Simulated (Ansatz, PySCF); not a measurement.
Gas-phase reaction (SMILES): CC1=CC[SiH2]C1 + 5 C (CH4) + [SiH4] (SiH4) -> C=C (C2H4) + 3 CC (C2H6) + 2 C[SiH3] [methylsilane]; bond separation energy.

Structures are relaxed separately at B3LYP-D3(BJ)/def2-TZVP in Ansatz (an electronic-structure program), one conformer each, not searched for the lowest. Valence correlation only, unless marked. Spin-orbit coupling is left out. Non-relativistic. CBS marks a two-point X^-3 extrapolation of the correlation energy; Hartree-Fock from the larger set. [CCSD(T)-MP2]/basis is that difference in the basis named. Thermal terms are rigid-rotor harmonic-oscillator values from B3LYP-D3(BJ) frequencies (Ansatz or PySCF) at 298.15 K and 1 atm. 1 Eh = 627.5095 kcal/mol.

```json
[
 {"species": "CC1=CC[SiH2]C1", "E, RI-MP2/CBS(cc-pV(T+d)Z,cc-pV(Q+d)Z)+[CCSD(T)-MP2]/cc-pV(T+d)Z (Ansatz) (Eh)": "-485.35430", "E, B3LYP-D3(BJ)/def2-TZVPD (Ansatz + dftd3) (Eh)": "-486.16889", "H - E (Eh)": "0.14024"},
 {"species": "C (CH4)", "E, RI-MP2/CBS(cc-pV(T+d)Z,cc-pV(Q+d)Z)+[CCSD(T)-MP2]/cc-pV(T+d)Z (Ansatz) (Eh)": "-40.46125", "E, B3LYP-D3(BJ)/def2-TZVPD (Ansatz + dftd3) (Eh)": "-40.53958", "H - E (Eh)": "0.04840"},
 {"species": "C=C (C2H4)", "E, RI-MP2/CBS(cc-pV(T+d)Z,cc-pV(Q+d)Z)+[CCSD(T)-MP2]/cc-pV(T+d)Z (Ansatz) (Eh)": "-78.47961", "E, B3LYP-D3(BJ)/def2-TZVPD (Ansatz + dftd3) (Eh)": "-78.62799", "H - E (Eh)": "0.05494"},
 {"species": "CC (C2H6)", "E, RI-MP2/CBS(cc-pV(T+d)Z,cc-pV(Q+d)Z)+[CCSD(T)-MP2]/cc-pV(T+d)Z (Ansatz) (Eh)": "-79.71807", "E, B3LYP-D3(BJ)/def2-TZVPD (Ansatz + dftd3) (Eh)": "-79.86964", "H - E (Eh)": "0.07887"},
 {"species": "C[SiH3]", "E, RI-MP2/CBS(cc-pV(T+d)Z,cc-pV(Q+d)Z)+[CCSD(T)-MP2]/cc-pV(T+d)Z (Ansatz) (Eh)": "-330.73641", "E, B3LYP-D3(BJ)/def2-TZVPD (Ansatz + dftd3) (Eh)": "-331.26788", "H - E (Eh)": "0.06602"},
 {"species": "[SiH4] (SiH4)", "E, RI-MP2/CBS(cc-pV(T+d)Z,cc-pV(Q+d)Z)+[CCSD(T)-MP2]/cc-pV(T+d)Z (Ansatz) (Eh)": "-291.46100", "E, B3LYP-D3(BJ)/def2-TZVPD (Ansatz + dftd3) (Eh)": "-291.91976", "H - E (Eh)": "0.03520"}
]
```

Work out ΔE and ΔH at 298.15 K at the first level, then ΔH at the second.


1. ΔE = [(-78.47961) + 3×(-79.71807) + 2×(-330.73641)] - [(-485.35430) + 5×(-40.46125) + (-291.46100)] = 0.01491 Eh = 9.4 kcal/mol at RI-MP2/CBS(cc-pV(T+d)Z,cc-pV(Q+d)Z)+[CCSD(T)-MP2]/cc-pV(T+d)Z.
2. The terms H - E add up to 0.00615 Eh, so ΔH = (0.01491 + (0.00615))×627.5095 = 13.2 kcal/mol.
3. At B3LYP-D3(BJ)/def2-TZVPD the same steps give ΔE = 8.7 and ΔH = 12.6 kcal/mol, a shift of -0.6 from the first level.
4. These values are not checked against measurement here, since the tables used lack a sound gas-phase enthalpy of formation for at least one species.
